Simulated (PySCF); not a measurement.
# Frontier orbitals and the lowest excitations

Compound: C₂H₉NOSi₂.
Cartesian coordinates in Å at the GFN2-xTB level; atoms count from 1:
```xyz
15
C2H9NOSi2 angstrom
C     -2.9734   -0.2591   -0.4092
N     -2.1415    0.8760   -0.1863
C     -0.8866    0.7805   -0.1754
Si     0.2408   -0.7370   -0.4231
O      1.7538   -0.1697   -0.3374
Si     3.1797    0.4862    0.0534
H     -3.6004   -0.0501   -1.2774
H     -2.4202   -1.1936   -0.5690
H     -3.6339   -0.3659    0.4529
H     -0.3730    1.7248    0.0051
H      0.1243   -1.3222   -1.7591
H      0.0782   -1.7223    0.6482
H      3.8214   -0.4260    0.9975
H      3.9077    0.5954   -1.2077
H      2.9188    1.7912    0.6600
```

Level of theory: TDDFT CAM-B3LYP/def2-SVPD, vertical, gas phase, core orbitals frozen in the response (PySCF). GFN2-xTB frequencies show an imaginary mode (27i cm⁻¹), so this geometry is no minimum at that level.

Kohn–Sham orbitals with the atoms that hold most of them (Löwdin shares over 4%, at most four atoms; ? is withheld):

```csv
orbital,ε (eV),atoms
HOMO-3,-10.49,"O5 33%, Si6 23%, H15 20%, H13 9%"
HOMO-2,-10.28,"O5 20%, N2 18%, C3 16%, Si6 11%"
HOMO-1,-9.91,"N2 17%, O5 16%, C3 13%, Si4 13%"
HOMO,-8.16,?
LUMO,0.31,?
LUMO+1,0.76,"Si6 27%, Si4 22%, O5 10%, H13 8%"
LUMO+2,1.23,"Si6 28%, Si4 14%, C1 11%, H15 6%"
```

**Question.** Give the leading atoms of the HOMO.

**Answer.** N2 (bonded to 2 C) 50%; C3 (bonded to N, Si and H) 15%; Si4 (bonded to C, O and 2 H) 9%; C1 (bonded to N and 3 H) 9%. By element: nitrogen 50%, carbon 24%, silicon 9% or more.

**Question.** Which atoms hold the LUMO, and with what shares?

**Answer.** N2 (bonded to 2 C) 32%; C3 (bonded to N, Si and H) 30%; Si4 (bonded to C, O and 2 H) 16%; H10 (bonded to C) 6%.

**Question.** How does S1 compare with the orbital gap of 8.47 eV?

**Answer.** S1 is at 4.10 eV (f = 0.0000), 4.36 eV below the gap, made of HOMO→LUMO (96%). 

**Question.** Give energy, strength and leading configuration of S1 and S5, and follow the Löwdin shares of the leading atoms from the occupied to the empty orbital.

**Answer.** 
- S1 (4.10 eV, f 0.0000), HOMO→LUMO (96%): N2 50% → 32%, C3 15% → 30%
- S5 (7.32 eV, f 0.203), HOMO-1→LUMO (78%): N2 17% → 32%, O5 16% → at most 6%, C3 13% → 30%

Löwdin shares depend on the basis, the more so with diffuse functions.

One conformer stands for the species.
